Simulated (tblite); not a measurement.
Isomers of C6H6F2O2. Calculated harmonic vibrations of the isolated species, GFN2-xTB (tblite), most abundant isotopes, no scaling. This tight-binding method is rough: wavenumbers can miss measured ones by several per cent, in bad cases by 10 to 20. One conformer each.

Electronic energies: GFN2-xTB at the same geometries; isomer energies are rough at this level and their order can be wrong.

```tsv
SMILES	electronic energy, lowest = 0 (kcal/mol)
C[C@H]1C(=O)CC(F)(F)C1=O	13.0
O=C1CC(=O)[C@H](C(F)F)C1	5.4
O=C(C=C(F)F)OC1CC1	29.4
Cc1ccc(OC(F)F)o1	0.0
```

How do GFN2-xTB zero-point energies change the relative energies?

| SMILES | ZPE (kcal/mol) | of it from modes above 1550 cm⁻¹ | electronic (kcal/mol) | with ZPE, lowest = 0 (kcal/mol) | lowest mode (cm⁻¹) | rings |
| --- | --- | --- | --- | --- | --- | --- |
| Cc1ccc(OC(F)F)o1 | 69.8 | 30.9 | 0.0 | 0.0 | 33 | 1 |
| O=C1CC(=O)[C@H](C(F)F)C1 | 69.5 | 30.6 | 5.4 | 5.1 | 28 | 1 |
| C[C@H]1C(=O)CC(F)(F)C1=O | 69.1 | 31.0 | 13.0 | 12.3 | 47 | 1 |
| O=C(C=C(F)F)OC1CC1 | 69.3 | 31.6 | 29.4 | 29.0 | 24 | 1 |

The zero-point energies span 0.7 kcal/mol, from `C[C@H]1C(=O)CC(F)(F)C1=O` to `Cc1ccc(OC(F)F)o1`. The order is unchanged.

What do entropy and thermal enthalpy add at 298.15 K and 1 bar (rigid rotor, harmonic oscillator, one conformer each)?

```json
{"SMILES": "Cc1ccc(OC(F)F)o1", "point group": "C1", "symmetry number": "1", "S (cal/(mol K))": "100.2", "H − H(0) (kcal/mol)": "6.63", "ZPE + H − H(0) − TS (kcal/mol)": "46.6"}
{"SMILES": "O=C1CC(=O)[C@H](C(F)F)C1", "point group": "C1", "symmetry number": "1", "S (cal/(mol K))": "99.0", "H − H(0) (kcal/mol)": "6.43", "ZPE + H − H(0) − TS (kcal/mol)": "46.4"}
{"SMILES": "C[C@H]1C(=O)CC(F)(F)C1=O", "point group": "C1", "symmetry number": "1", "S (cal/(mol K))": "97.6", "H − H(0) (kcal/mol)": "6.66", "ZPE + H − H(0) − TS (kcal/mol)": "46.7"}
```

Not tabulated: `O=C(C=C(F)F)OC1CC1` (lowest mode only 24 cm⁻¹).
